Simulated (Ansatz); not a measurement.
A run on AlH₆NOSi (`[OH][AlH][NH][SiH3]`) with other settings.

```yaml
crystal:
  periodic: [false, false, false]
  atoms:
    - {symbol: O, position_ang: [-1.747045, 0.643665, -1.334949]}
    - {symbol: Al, position_ang: [-0.150246, 1.172808, -0.969325]}
    - {symbol: N, position_ang: [0.528510, 0.267661, 0.336675]}
    - {symbol: Si, position_ang: [0.657717, -1.078004, 1.095732]}
    - {symbol: H, position_ang: [-2.259932, 0.779651, -1.927449]}
    - {symbol: H, position_ang: [0.021010, 2.632238, -1.281428]}
    - {symbol: H, position_ang: [1.354246, 0.886507, 0.673050]}
    - {symbol: H, position_ang: [-0.818845, -1.916343, 0.508532]}
    - {symbol: H, position_ang: [0.906216, -1.159875, 2.475747]}
    - {symbol: H, position_ang: [1.633875, -2.134971, 0.554895]}
basis:
  gaussian: {orbitals: aug-pcseg-2}
hamiltonian: {xc: {name: B3LYP}}
```

```sh
$ ansatz run in.yaml --threads 2 --pin off --events-out ev --progress --plain --max-ram 4352MiB
```

Shortened log:

```
Functional definition: B3LYP
1431 factors; their error is unknown
mean field evaluation 1: about -18096.0260 eV, gradient 9.9e1 eV
mean field evaluation 2: about -18033.9341 eV, gradient 1.9e2 eV
mean field evaluation 4: about -18112.5858 eV, gradient 1.9e1 eV
mean field evaluation 8: about -18113.2155 eV, gradient 1.2e-1 eV
mean field evaluation 16: about -18113.2633 eV, gradient 1.8e-4 eV
mean field -18113.26327945 eV, -665.6501479091 hartree, gradient 2.4e-5 eV, S^2 0.000000; 0 other end points of the search recorded, 0 dependent functions left out
reference -18113.26363743 eV, -665.6501610645 hartree; 24, 24 occupied and 306, 306 virtual orbitals, 1431 factors
Total energy: -18113.26363743 eV, -665.6501610645 hartree
```

It took 7.5 s on 2 threads of an Intel Xeon on a shared host, with 0.78 GiB of host memory at the peak.
